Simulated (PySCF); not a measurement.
Cl3Ga3H3N3: core ionisation energies

(ClGaNH)3 ring, Cl3Ga3H3N3.
Structure used (PBE0-D3(BJ)/def2-SVP), in Å, numbered top down from 1:
```
atom  x, y, z in Å
Ga1    0.055    1.282   -1.312
Cl2    0.089    2.778   -2.840
N3    -1.454    0.968   -0.345
Ga4   -1.537   -0.291    0.964
Cl5   -3.335   -0.620    2.075
N6    -0.031   -1.260    1.291
Ga7    1.515   -1.011    0.366
Cl8    3.268   -2.173    0.760
N9     1.519    0.275   -0.922
H10   -2.285    1.515   -0.547
H11   -0.060   -1.975    2.012
H12    2.371    0.428   -1.452
```

Method: delta-SCF UKS SCAN, pcX-2 on the ionised atom, pcseg-1 elsewhere, spin-free X2C in PySCF. These are vertical core ionisation energies against the vacuum level, from separate self-consistent calculations with and without the core hole.

Task: Give the core binding energies atom by atom.

Result: 
```json
{"atom(s)": "Cl2/Cl5/Cl8", "environment": "chlorine bonded to Ga", "level": "Cl 1s", "binding energy (eV)": "2828.19", "2p1/2 (eV)": "–", "count": "3"}
{"atom(s)": "N3/N6/N9", "environment": "nitrogen bonded to 2 Ga and H", "level": "N 1s", "binding energy (eV)": "404.31", "2p1/2 (eV)": "–", "count": "3"}
{"atom(s)": "Cl2/Cl5/Cl8", "environment": "chlorine bonded to Ga", "level": "Cl 2p3/2", "binding energy (eV)": "205.57", "2p1/2 (eV)": "207.23", "count": "3"}
```

Task: What is the longest wavelength that can ionise Cl 2p3/2 of Cl2/Cl5/Cl8 vertically?

Result: λ = hc/E = 12398.42 eV Å / 205.57 eV = 60.312 Å.

Atoms equivalent by their bonding share one computed value, that of the first of them. Spin–orbit coupling isn't in the SCF: each 2p doublet comes from a relaxed spin-free hole plus a matrix of the shell (mean-field spin–orbit coupling and the ground-state 2p splitting), with 2p3/2 averaged over its two sublevels. 2p1/2 minus 2p3/2 (ligand field included): Cl 1.65 eV. No level of gallium is listed. The structure is a single PBE0-D3(BJ)/def2-SVP conformer in the gas phase; no vibrational or solvent corrections.
